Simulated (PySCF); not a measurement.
# Name the molecule from its bond curve

A diatomic of charge 0 contains Be. Its triplet curve at PBE0 in a single-zeta basis (no relativity, PySCF), in eV from the separated fragments:

R (Å), E (eV) and a bar:
```
    1.403     -2.362 #######################
    1.469     -2.799 ##########
    1.534     -3.048 ###
    1.583     -3.138 #
    1.632     -3.165 
    1.681     -3.139 #
    1.746     -3.042 ###
    1.828     -2.848 #########
    1.926     -2.549 #################
    2.056     -2.101 ##############################
```

The fit gives ωe = 1073 cm⁻¹ and the rotational constant Bₑ = 1.232 cm⁻¹.

Which atom is the partner?

The minimum lies at 1.630 Å, so the reduced mass is 16.8576 u Å² cm⁻¹/(Bₑ·Re²) = 5.150 u. With Be at 9.01 u the partner weighs about 12.0 u: C. The molecule is BeC.

STO-3G is very small, so such numbers show the basis as much as the molecule. The state is the lowest determinant that a PBE0 search found; another state may lie lower at other levels.
